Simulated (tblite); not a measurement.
Compound: C5H12FGaO.
Numbering: `[F:1][CH2:2][C@H:3]1[CH2:4][CH2:5][O+:6]([GaH3-:7])[CH2:8]1` (hydrogens: H9, H10 on C2; H11 on C3; H12, H13 on C4; H14, H15 on C5; H16, H17, H18 on Ga7; H19, H20 on C8)

Geometry (GFN2-xTB, Å), atoms numbered from 1 in this order:
```
atom  x, y, z in Å
F1    -0.0060   -0.2876    1.8557
C2    -1.2718   -0.6074    1.3955
C3    -1.2947   -0.4409   -0.1203
C4    -1.0401    1.0235   -0.5386
C5     0.2883    0.9609   -1.3032
O6     0.9246   -0.2118   -0.8309
Ga7    2.3009    0.1880    0.7426
C8    -0.0950   -1.1830   -0.7361
H9    -1.4594   -1.6445    1.6903
H10   -1.9737    0.0649    1.8978
H11   -2.2439   -0.8226   -0.4984
H12   -0.9240    1.6522    0.3446
H13   -1.8422    1.4243   -1.1549
H14    0.9509    1.8047   -1.0994
H15    0.1232    0.8703   -2.3856
H16    1.7789    1.4633    1.4485
H17    3.4440    0.5087   -0.2718
H18    2.3938   -1.1947    1.4170
H19   -0.3350   -1.5580   -1.7404
H20    0.2763   -1.9997   -0.1151
```

Computed values, GFN2-xTB/tblite, gas phase, harmonic and unscaled. Errors from tens to a few hundred cm⁻¹ against measured bands are possible. Modes of hydrogen on gallium can be 10 to 20 % off. One conformer, not necessarily the lowest.

Harmonic wavenumbers (cm⁻¹): 54.0, 111.5, 135.9, 144.4, 174.5, 242.0, 263.7, 315.1, 385.3, 426.0, 485.6, 516.9, 633.8, 642.8, 734.4, 754.6, 824.4, 854.6, 863.5, 937.1, 953.4, 968.1, 983.4, 1016.2, 1037.6, 1083.4, 1110.7, 1120.6, 1160.2, 1176.6, 1194.2, 1222.5, 1244.7, 1272.6, 1294.7, 1300.1, 1313.2, 1320.6, 1441.4, 1454.1, 1459.8, 1471.7, 1659.0, 1701.0, 1765.5, 2896.6, 2898.2, 2952.1, 2955.9, 2973.2, 2988.2, 2989.5, 3002.0, 3025.2.

A = 2167, B = 1134, C = 911.1 MHz; mass 176.013 u (most abundant isotopes); point group C1, symmetry number 1.

Zero-point energy?

½Σν̃ = 33953 cm⁻¹ = 97.08 kcal/mol.

Entropy at 400 K, 1 bar (ideal gas, RRHO, classical rotation)?

Translation 42.89, rotation 30.23, vibration 37.54: S = 110.7 cal/(mol K).

And Cp and H(400 K) − H(0)?

Cp = 50.12 cal/(mol K), of which vibrations give 42.17 (their classical limit is 54 R = 107.3); H(400 K) − H(0) = 11.32 kcal/mol without the zero-point energy, 8.14 from vibrations.

How do the functions run with temperature in this model?

```tsv
T (K)	S (cal/(mol K))	Cp (cal/(mol K))	H − H(0) (kcal/mol)	G − H(0) (kcal/mol)	ln q(vib)
150	77.3	23.0	2.26	-9.33	2.44
250	91.3	33.2	5.05	-17.78	4.88
298.15	97.7	38.7	6.79	-22.33	6.07
600	134.6	67.9	23.24	-57.51	13.82
900	165.6	84.4	46.33	-102.67	21.37
```

q(vib) and H(0) count from the zero-point level.

Blend soft modes into free rotors: weight 1/[1 + (100 cm⁻¹/ν̃)⁴] for the oscillator and the rest for a rotor with moment μB/(μ + B), μ = h/(8π²ν), B = 10⁻⁴⁴ kg m². What vibrational entropy results?

35.60 cal/(mol K) in place of 37.54, which changes −T·S at 400 K by +0.77 kcal/mol.

What must be added to the electronic energy to get the Gibbs energy at 400 K and 1 bar?

ZPE + [H(400 K) − H(0)] − T·S = 97.08 + 11.32 − 44.26 = 64.14 kcal/mol.

Which modes carry the vibrational entropy at 400 K?

54.0 cm⁻¹: 5.25; 111.5 cm⁻¹: 3.82; 135.9 cm⁻¹: 3.43; 144.4 cm⁻¹: 3.31; 174.5 cm⁻¹: 2.95; 242.0 cm⁻¹: 2.32 cal/(mol K); the other 48 give 16.46 together.

Hindered rotation and anharmonicity are outside this model. Other conformers, if any are populated, would add a mixing term that is left out. The structure is chiral; the term R ln 2 for an equal mix with its mirror image is left out.
